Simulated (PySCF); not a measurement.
**Al (aluminium, neutral) across methods**

[Ne] 3s2 3p1, 2P determinant. All numbers are calculated (PySCF 2.14, the spin-free X2C one-electron Hamiltonian (Gaussian nucleus), in x2c-TZVPPall with one added diffuse shell each of s, p, d type (6s6p4d1f, 51 functions)).

| method | E (hartree) | mean ε 3s α (eV) | mean ε 3s β (eV) | mean ε 3p α (eV) | Σ⟨r²⟩ (bohr²) | ⟨S²⟩ |
| --- | --- | --- | --- | --- | --- | --- |
| PBE0 | -242.6891 | -8.999 | -8.197 | -3.896 | 32.60 | 0.757 |
| revPBE | -242.7565 | -7.862 | -7.264 | -3.096 | 32.83 | 0.756 |
| wB97X-V | -242.7582 | -11.339 | -10.373 | -5.720 | 32.54 | 0.756 |
| r2SCAN | -242.7699 | -8.065 | -7.410 | -3.342 | 32.57 | 0.762 |
| UHF | -242.31025 | -11.615 | -9.937 | -5.920 | 33.30 | 0.770 |
| TPSS | -242.8191 | -8.020 | -7.271 | -3.234 | 32.41 | 0.757 |
| LDA | -241.7445 | -8.033 | -7.455 | -3.007 | 32.90 | 0.752 |
| PBE | -242.6695 | -7.907 | -7.316 | -3.083 | 32.80 | 0.755 |

(1) Estimate the same row for M06.

Answers

(1) E (hartree) = -242.7889; mean ε 3s α (eV) = -8.895; mean ε 3s β (eV) = -8.162; mean ε 3p α (eV) = -3.518; Σ⟨r²⟩ (bohr²) = 32.50; ⟨S²⟩ = 0.752.
